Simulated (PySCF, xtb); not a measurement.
H₄O₃Zr, SMILES [ZrH]([OH])([OH])[OH], multiplicity 1.

GFN2-xTB in xtb at its own geometry gives an orbital gap of 4.31 eV and a dipole moment of 2.43 D.

Coordinates come from a B3LYP-D3(BJ)/def2-SVP optimisation. The multiplicity is an assumed one; no other spin state was optimised. The structure was generated by enumeration; whether it is a known compound was not checked. The def2 effective core potentials stand for the cores of Zr; spin–orbit coupling is left out. Other conformers were not sampled.

### Question
What does PBE/def2-TZVPD run with PySCF give? (The exact figures need the calculation; the answer reports its results.)

### Answer
gap 5.10 eV (levels -6.32 and -1.22 eV), dipole 2.96 D.
